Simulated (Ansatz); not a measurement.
Total energies of `F[Si](F)(F)[AlH2]`.

| atom | x (Å) | y (Å) | z (Å) |
| --- | --- | --- | --- |
| F1 | -1.425 | 0.494 | -1.613 |
| Si2 | -0.092 | 0.656 | -0.766 |
| F3 | -0.079 | 2.162 | -0.257 |
| F4 | 1.104 | 0.525 | -1.804 |
| Al5 | 0.115 | -0.950 | 1.094 |
| H6 | -1.034 | -2.005 | 1.350 |
| H7 | 1.412 | -0.881 | 1.995 |

The species carries charge 0 and has multiplicity 1. All single points use the PBE0-D4/def2-TZVP geometry. Basis def2-TZVPP, Ansatz.

RPA on PBE orbitals: Hartree–Fock energy of these orbitals -830.61689 Eh, correlation -1.45879 Eh (frozen core).

```
             functional  energy without D4 (Eh)  D4 term (kJ/mol)
            LDA (SPW92)              -828.87256                 –
                    PBE              -832.41848             -13.5
                 revPBE              -832.76700             -37.2
                   BLYP              -832.97541             -29.4
                 B97M-V              -832.75799                 –
                r2SCANh              -832.80001              -3.4
HSE06 (plane-wave form)              -832.44533             -10.8
                  BHLYP              -832.89649             -18.6
              CAM-B3LYP              -832.94732             -11.8
                LC-ωPBE              -832.65753                 –
                ωB97X-V              -832.80787                 –
                ωB97M-V              -832.88828                 –
                 B2PLYP              -832.60764                 –
               PBE-QIDH              -832.26748                 –
```

Give the same for r2SCAN, PBE0, B3LYP, r2SCAN0. (Estimate.)

Ansatz gave: 
| functional | energy without D4 (Eh) | D4 term (kJ/mol) |
| --- | --- | --- |
| r2SCAN | -832.81975 | -3.1 |
| PBE0 | -832.46992 | -11.5 |
| B3LYP | -833.04063 | -22.1 |
| r2SCAN0 | -832.77174 | -3.8 |

B3LYP takes the VWN-RPA correlation (the form of Gaussian; ORCA's B3LYP/G). HSE06 is the plane-wave form, built on full-range PBE exchange. The double hybrids freeze the cores in their second-order part.

LC-ωPBE has ω = 0.4 bohr⁻¹.
